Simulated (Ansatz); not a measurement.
Isolated molecules relaxed with PBE0-D4/def2-TZVP in Ansatz; ΔE leaves out vibrations. CCSD(T)/CBS adds triple-zeta CCSD(T) − MP2 to the extrapolated MP2 energy (def2 sets, frozen cores). This one scheme is used for every species. One conformer a species, not always the lowest.

Reaction (formal exchange of groups at the Al–O bond): `[OH][Al]([F])[O][SiH3]` + CH₄ → `[CH3][Al]([OH])[F]` + `O[SiH3]`

`[OH][Al]([F])[O][SiH3]`:

```xyz
9

O    -1.708   -0.517    2.169
Al   -1.425    0.021    0.603
F    -2.717    0.558   -0.249
O     0.090    0.026   -0.097
Si    1.388    0.160   -1.068
H    -1.016   -0.848    2.738
H     1.109   -0.455   -2.391
H     1.734    1.593   -1.260
H     2.545   -0.537   -0.446
```

CH₄:

Cartesian coordinates in Å:
```
C 0.000 0.000 0.000
H 0.811 0.506 0.522
H 0.395 -0.862 -0.537
H -0.462 0.688 -0.708
H -0.745 -0.332 0.723
```

`[CH3][Al]([OH])[F]`:

Cartesian coordinates in Å:
```
C 0.163 0.384 1.204
Al 0.032 0.069 -0.696
O -0.603 -1.381 -1.285
F 0.536 1.203 -1.788
H 0.818 -0.355 1.674
H -0.816 0.287 1.681
H 0.556 1.378 1.426
H -0.687 -1.585 -2.215
```

`O[SiH3]`:

```xyz
6

O     0.197   -0.988    0.792
Si   -0.149    0.352   -0.103
H     0.744   -1.664    0.393
H     1.086    1.089   -0.488
H    -0.997    1.207    0.757
H    -0.882    0.004   -1.351
```

```json
{"species": "`[OH][Al]([F])[O][SiH3]`", "CCSD(T)/CBS(def2) energy (Eh)": "-783.88360"}
{"species": "CH₄", "CCSD(T)/CBS(def2) energy (Eh)": "-40.46206"}
{"species": "`[CH3][Al]([OH])[F]`", "CCSD(T)/CBS(def2) energy (Eh)": "-457.59698"}
{"species": "`O[SiH3]`", "CCSD(T)/CBS(def2) energy (Eh)": "-366.69042"}
```

Question: Work out ΔE.

Answer: ΔE = (-457.59698) + (-366.69042) − (-783.88360) − (-40.46206) = 0.05826 Eh = +36.6 kcal/mol.

Largest T1 diagnostic among the species: 0.012.

From PBE to PBE0 (25 % exact exchange), in def2-TZVPP and without D4, ΔE moves by +1.7 kcal/mol. Leaving LDA and LC-ωPBE aside and taking each functional with its dispersion term where it has one, the values, not all of them listed here, spread over 6.5 kcal/mol, from PBE-D4 to BHLYP-D4. In def2-TZVPP, CCSD(T) changes the Hartree–Fock value by −4.1 kcal/mol (the triples alone add −0.6 kcal/mol) and MP2 by −3.6 kcal/mol.
